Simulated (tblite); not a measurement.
C2H6O2S2Si.
Z-matrix (Å and degrees, GFN2-xTB geometry), rows numbered from 1:
```
O 
Si  1  1.6109
O   2  1.6212  1  106.88
S   2  2.1430  1  107.70  3  -125.76
C   4  1.8301  2   95.92  1  -122.09
C   5  1.5130  4  111.86  2    34.40
S   6  1.8234  5  110.79  4   -59.64
H   1  0.9547  2  120.80  3   -20.88
H   3  0.9543  2  121.40  1   178.59
H   5  1.0896  4  106.23  2   155.14
H   5  1.0908  4  107.99  2   -87.76
H   6  1.0897  5  110.46  4  -177.61
H   6  1.0902  5  111.25  4    60.48
```

All values are computed: GFN2-xTB (tblite) harmonic vibrations without scaling, gas phase. This tight-binding method is rough: wavenumbers can miss measured ones by several per cent, in bad cases by 10 to 20. One conformer, not necessarily the lowest.

Harmonic wavenumbers (cm⁻¹): 57.3, 110.6, 162.1, 208.4, 223.4, 227.0, 237.0, 301.6, 316.2, 411.5, 464.9, 545.6, 667.2, 694.9, 776.0, 824.3, 857.5, 909.3, 940.7, 959.3, 1033.9, 1088.6, 1140.1, 1237.0, 1260.2, 1437.5, 1447.9, 2972.7, 2986.4, 2996.5, 3000.0, 3639.1, 3660.3.

A = 1963, B = 1494, C = 1101 MHz; mass 153.958 u (most abundant isotopes); point group C1, symmetry number 1.

Q: What is the zero-point energy?

A: ½Σν̃ = 18898 cm⁻¹ = 54.03 kcal/mol.

Q: Give the ideal-gas entropy at 298.15 K and 1 bar in the rigid-rotor, harmonic-oscillator model (classical rotation).

A: Translation 41.03, rotation 28.99, vibration 24.91: S = 94.9 cal/(mol K).

Q: And Cp and H(298.15 K) − H(0)?

A: Cp = 34.57 cal/(mol K), of which vibrations give 26.62 (their classical limit is 33 R = 65.6); H(298.15 K) − H(0) = 6.47 kcal/mol without the zero-point energy, 4.10 from vibrations.

Q: What must be added to the electronic energy to get the Gibbs energy at 298.15 K and 1 bar?

A: ZPE + [H(298.15 K) − H(0)] − T·S = 54.03 + 6.47 − 28.30 = 32.20 kcal/mol.

Q: Which modes carry the vibrational entropy at 298.15 K?

A: 57.3 cm⁻¹: 4.55; 110.6 cm⁻¹: 3.26; 162.1 cm⁻¹: 2.53; 208.4 cm⁻¹: 2.06; 223.4 cm⁻¹: 1.93; 227.0 cm⁻¹: 1.90 cal/(mol K); the other 27 give 8.69 together.

Q: How do the functions run with temperature in this model?

A: 
```json
{"T (K)": "100", "S (cal/(mol K))": "67.4", "Cp (cal/(mol K))": "17.6", "H − H(0) (kcal/mol)": "1.19", "G − H(0) (kcal/mol)": "-5.56", "ln q(vib)": "1.10"}
{"T (K)": "200", "S (cal/(mol K))": "82.7", "Cp (cal/(mol K))": "27.0", "H − H(0) (kcal/mol)": "3.44", "G − H(0) (kcal/mol)": "-13.10", "ln q(vib)": "3.32"}
{"T (K)": "300", "S (cal/(mol K))": "95.1", "Cp (cal/(mol K))": "34.7", "H − H(0) (kcal/mol)": "6.54", "G − H(0) (kcal/mol)": "-22.01", "ln q(vib)": "5.66"}
{"T (K)": "500", "S (cal/(mol K))": "115.8", "Cp (cal/(mol K))": "46.0", "H − H(0) (kcal/mol)": "14.70", "G − H(0) (kcal/mol)": "-43.18", "ln q(vib)": "10.15"}
{"T (K)": "800", "S (cal/(mol K))": "139.6", "Cp (cal/(mol K))": "55.1", "H − H(0) (kcal/mol)": "30.02", "G − H(0) (kcal/mol)": "-81.65", "ln q(vib)": "16.18"}
{"T (K)": "1000", "S (cal/(mol K))": "152.3", "Cp (cal/(mol K))": "58.9", "H − H(0) (kcal/mol)": "41.45", "G − H(0) (kcal/mol)": "-110.88", "ln q(vib)": "19.72"}
```

q(vib) and H(0) count from the zero-point level.

Hindered rotation and anharmonicity are outside this model. Other conformers, if any are populated, would add a mixing term that is left out. The structure is chiral; the term R ln 2 for an equal mix with its mirror image is left out.
